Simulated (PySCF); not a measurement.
Choosing a molecule for a target property.

All species are isolated and taken at one optimised geometry, non-relativistic unless stated; the electronic structure was computed with PySCF and density fitting.

The conformers computed, where there is a choice (atom-mapped SMILES and torsion angles):
- `[CH:1]1=[CH:2][CH2:3][C@@H:4]([CH:5]2[CH2:6][CH2:7]2)[CH+:8]1`: C3–C4–C5–C6 -86°
- `[cH:1]1[cH:2][c+:3]1[CH2:4][CH:5]1[CH2:6][CH2:7][CH2:8]1`: C2–C3–C4–C5 -77°, C3–C4–C5–C6 -76°

(1) Wanted: electronic spatial extent ⟨r²⟩ about the centre of nuclear charge between 900 bohr² and 1200 bohr² (PBE0/def2-SVPD) and HOMO–LUMO gap above 4.4 eV (PBE0/def2-SVPD), at GFN2-xTB geometries. Which candidate meets both?
A. `N#Cc1ccc(F)cc1`
B. `C=C=C=CC#N`
C. `C1=CC[C@@H](C2CC2)[CH+]1`
D. `c1c[c+]1CC1CCC1`

Results:

(1) D. Computed values:
```csv
species,electronic spatial extent ⟨r²⟩ about the centre of nuclear charge,HOMO–LUMO gap
C=C=C=CC#N,744 bohr²,4.85 eV
C1=CC[C@@H](C2CC2)[CH+]1,1011 bohr²,4.01 eV
c1c[c+]1CC1CCC1,1113 bohr²,5.73 eV
N#Cc1ccc(F)cc1,1226 bohr²,6.17 eV
```
